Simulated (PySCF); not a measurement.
W(O)(NH)(Cl)2 (Cl2HNOW), SMILES [NH]=[W](=[O])([Cl])[Cl], multiplicity 1. Coordinates come from a PBE-D3(BJ)/def2-SVP optimisation. The multiplicity is an assumed one; no other spin state was optimised. The structure was generated by enumeration; whether it is a known compound was not checked. The def2 effective core potentials stand for the cores of W; spin–orbit coupling is left out.

Computed equilibrium geometry at PBE-D3(BJ)/def2-SVP (PySCF confirms it by a frequency run) as bond lengths and angles, and its point group:
point group Cs.
Atoms: W1 O2 N3 H4 Cl5 Cl6. Bonded distances (Å): W1–O2 1.715, W1–N3 1.760, W1–Cl5 2.293, W1–Cl6 2.293, N3–H4 1.027. Bond angles (°): O2–W1–N3 107.7, O2–W1–Cl5 108.9, O2–W1–Cl6 108.9, N3–W1–Cl5 107.4, N3–W1–Cl6 107.4, Cl5–W1–Cl6 116.3, W1–N3–H4 146.7.
